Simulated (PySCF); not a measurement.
Nitrogen: a sound run and one with changed settings

Sound run: N⁺ [He] 2s2 2p2, N²⁺ [He] 2s2 2p1. All numbers are calculated (PySCF 2.14, the non-relativistic Hamiltonian (point nucleus), in aug-cc-pVDZ (4s3p2d, 23 functions)). In the sound run the correlated levels freeze 1s2. The sound run starts from symmetry-adapted Hartree-Fock orbitals and uses a fine grid where one is needed.

A second run was set up differently.

| species | method | sound run (hartree) | changed run (hartree) | converged |
| --- | --- | --- | --- | --- |
| N⁺ | MP2 | -53.93610 | -53.88653 | yes |
| N⁺ | CCSD(T) | -53.95937 | -53.88804 | yes |

Ionisation energy of N⁺:

```csv
method,sound run (eV),changed run (eV)
UHF,29.225,29.225
MP2,29.462,29.368
SCS-MP2,29.358,29.273
CCSD,29.295,29.409
CCSD(T),29.303,29.409
CCSDT,n/a,29.409
FCI,n/a,29.409
```

Problem. What was changed?
A. level shift left on
B. a valence shell is frozen
C. basis contracted for another Hamiltonian
D. minimal basis

Solution. B. Freezing a valence shell removes pair correlation that changes on ionisation.
